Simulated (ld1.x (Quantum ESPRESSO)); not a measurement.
# Cl (Z = 17): one change to a TM potential, before and after

```json
{
 "Element": "chlorine",
 "Generator": "ld1.x (Quantum ESPRESSO) 7.5",
 "Type": "norm-conserving Troullier–Martins (Kleinman–Bylander form)",
 "Functional": "PBE",
 "Relativity": "scalar-relativistic",
 "Frozen core": "[Ne]",
 "Valence charge": "7",
 "Reference configuration": "3s2 3p5",
 "Partial waves": "3p (bound): rc 1.20 bohr; 3s (bound): rc 1.35 bohr",
 "Local potential": "the s channel",
 "Core correction": "Bessel-smoothed model core inside 0.90 bohr"
}
```

All-electron outer shells of the reference configuration (PBE, scalar-relativistic, ld1.x):

```tsv
shell	level (eV)	outermost node (bohr)	outermost maximum (bohr)
2s	-252.70	0.12	0.36
2p	-191.63	–	0.30
3s	-20.69	0.55	1.29
3p	-8.59	0.53	1.43
```

Change: reference 3s1 3p6.

Cutoffs: the cutoffs (Ry, on a coarse ladder) from which the occupation-weighted sum of valence levels, in a spherical-Bessel basis at the reference potential, stays within 10 and 1 mRy of its value at 400 Ry; they do not see the model core or the augmentation charge, which bear on the density cutoff. Errors are all-electron minus pseudo energies relative to the spin-unpolarised reference configuration.

Problem. What does the change do?

Solution. The potential gets neither clearly harder nor softer (60 Ry and 110 Ry → 55 Ry and 110 Ry); the s channel sets the loose cutoff, while the largest relative change is in p, which becomes harder; neither file shows a bound ghost.

| quantity | base | changed |
| --- | --- | --- |
| cutoff, loose | 60 Ry | 55 Ry |
| cutoff, tight | 110 Ry | 110 Ry |
| loose cutoff by channel (10 mRy a level) | p 12 Ry, s 30 Ry | p 15 Ry, s 30 Ry |
| bound ghosts | none | none |
| largest error over its own tests, meV | +194 | +74 |
| s: phases at 1.51 bohr within 0.05 rad from the reference energy up to (Ry; the scan ends near 5) | to the end of the scan | to the end of the scan |
| p: phases at 1.51 bohr within 0.05 rad from the reference energy up to (Ry; the scan ends near 5) | to the end of the scan | to the end of the scan |
